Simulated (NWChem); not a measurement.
System: tetralin (C10H12); SMILES c1ccc2c(c1)CCCC2

NWChem input:

```
start job
memory heap 200 mb stack 900 mb global 1100 mb
geometry units angstroms
  C      2.304228    -0.700061     0.965025
  C      2.573079    -0.169204    -0.285409
  C      1.533714     0.301396    -1.063917
  C      0.217850     0.253806    -0.616413
  C     -0.052850    -0.283214     0.639405
  C      1.000100    -0.752989     1.416985
  C     -1.452071    -0.338847     1.191070
  C     -2.512216    -0.185728     0.106536
  C     -2.176357     1.021356    -0.759853
  C     -0.879997     0.754483    -1.516026
  H      3.107974    -1.071491     1.583737
  H      3.588539    -0.122005    -0.650629
  H      1.739802     0.716896    -2.040863
  H      0.786220    -1.167100     2.392845
  H     -1.593987    -1.278968     1.729925
  H     -1.565424     0.470809     1.920618
  H     -3.496313    -0.068359     0.564897
  H     -2.535162    -1.082830    -0.516370
  H     -2.058005     1.901454    -0.123653
  H     -2.982905     1.223127    -1.467727
  H     -1.063450    -0.002274    -2.286932
  H     -0.546441     1.660449    -2.028178
end
basis spherical
  * library def2-svp
end
dft
  xc pbe0
  iterations 150
  semidirect filesize 400000000
end
driver
  maxiter 120
end
task dft optimize
```

No frequency run checked for a minimum.

The level has its own optimisation. Brackets give each atom's bonded neighbours.

**Question.** Give the results of this calculation. (PBE0/def2-SVP.) Quantities: r C–H [C(CCH)–H(C)] (Å); r C–C [C(CCC)–C(CCH)] (Å); r C–C [C(CCC)–C(CCC)] (Å); r C–C [C(CCC)–C(CCHH)] (Å); dipole (D).

**Answer.** 
```yaml
r C–H [C(CCH)–H(C)] (Å): 1.094
r C–C [C(CCC)–C(CCH)] (Å): 1.401
r C–C [C(CCC)–C(CCC)] (Å): 1.406
r C–C [C(CCC)–C(CCHH)] (Å): 1.511
dipole (D): 0.69
```
